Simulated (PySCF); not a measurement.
H2O, SMILES O. Coordinates come from a PBE0-D3(BJ)/def2-TZVPD optimisation.

TDA-B3LYP/def2-TZVPD run with PySCF puts the lowest singlet excitations at 7.19, 8.79, 9.32, 9.79, 10.13, 10.95 eV and the lowest triplet (TDA) at 6.74 eV.

Q: What are the lowest singlet roots from EOM-CCSD/aug-cc-pVDZ run with PySCF? (An estimate is asked for; the answer gives what the named calculation found.)

A: 7.44, 9.20, 9.83, 11.08, 11.56, 11.74 eV; triplets 7.03, 9.03, 9.35 eV. S1 differs by 0.25 eV (second minus first; roots are paired by order, and the bases may differ).
